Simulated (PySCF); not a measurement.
Electron correlation in Sb²⁺ (antimony, charge +2)

[Kr] 4d10 5s2 5p1, 2P determinant. All numbers are calculated (PySCF 2.14, a scalar-relativistic core potential, in def2-TZVP with the def2 core potential (28 electrons)). Frozen: 4s2 4p6 4d10; 3 electrons correlated.

MP2 pair energies summed by pair of shells (mhartree):

| pair | energy | share (%) |
| --- | --- | --- |
| 5s-5s | -19.23 | 56.2 |
| 5s-5p | -14.96 | 43.8 |

Total MP2 correlation energy: -34.19 mhartree.

Same-spin part -2.24 and opposite-spin part -31.94 mhartree; SCS-MP2 scales them by 1/3 and 6/5 to -39.08 mhartree.

```csv
level,correlation energy (mhartree)
CCSD,-46.10
(T),-0.60
CCSD(T),-46.70
```

Diagnostics: T1 = 0.0085, D1 = 0.0199, largest double amplitude 0.095.

Cost of the coupled-cluster step: 0.47 s of wall time on 1 thread of Intel(R) Xeon(R) 6975P-C (shared host), for 3 correlated electrons.

Iterations:

```
CC2 = 0
CCSD nocc = (np.int64(2), np.int64(1)), nmo = (41, 41)
frozen orbitals [[0, 1, 2, 3, 4, 5, 6, 7, 8], [0, 1, 2, 3, 4, 5, 6, 7, 8]]
max_cycle = 100
direct = 0
conv_tol = 1e-08
conv_tol_normt = 1e-06
diis_space = 8
diis_start_cycle = 0
Init t2, MP2 energy = -0.0341882433566499
Init E_corr(UCCSD) = -0.0341882433611762
cycle = 1  E_corr(UCCSD) = -0.0421295420793042  dE = -0.00794129872  norm(t1,t2) = 0.0424441
cycle = 2  E_corr(UCCSD) = -0.0445711351997184  dE = -0.00244159312  norm(t1,t2) = 0.0166891
cycle = 3  E_corr(UCCSD) = -0.0461060091970499  dE = -0.001534874  norm(t1,t2) = 0.00720588
cycle = 4  E_corr(UCCSD) = -0.046092096403258  dE = 1.39127938e-05  norm(t1,t2) = 0.000763245
cycle = 5  E_corr(UCCSD) = -0.0460989050756568  dE = -6.8086724e-06  norm(t1,t2) = 8.72213e-05
cycle = 6  E_corr(UCCSD) = -0.0460974314734683  dE = 1.47360219e-06  norm(t1,t2) = 1.12513e-05
cycle = 7  E_corr(UCCSD) = -0.046098005229422  dE = -5.73755954e-07  norm(t1,t2) = 2.54256e-06
cycle = 8  E_corr(UCCSD) = -0.0460978389986519  dE = 1.6623077e-07  norm(t1,t2) = 6.99445e-07
cycle = 9  E_corr(UCCSD) = -0.0460978595030772  dE = -2.05044253e-08  norm(t1,t2) = 1.15319e-07
cycle = 10  E_corr(UCCSD) = -0.0460978615222331  dE = -2.01915597e-09  norm(t1,t2) = 1.74811e-08
UCCSD converged
E(UCCSD) = -238.4196171377771  E_corr = -0.04609786152223313
UCCSD(T) correction = -0.000597262448749568
```
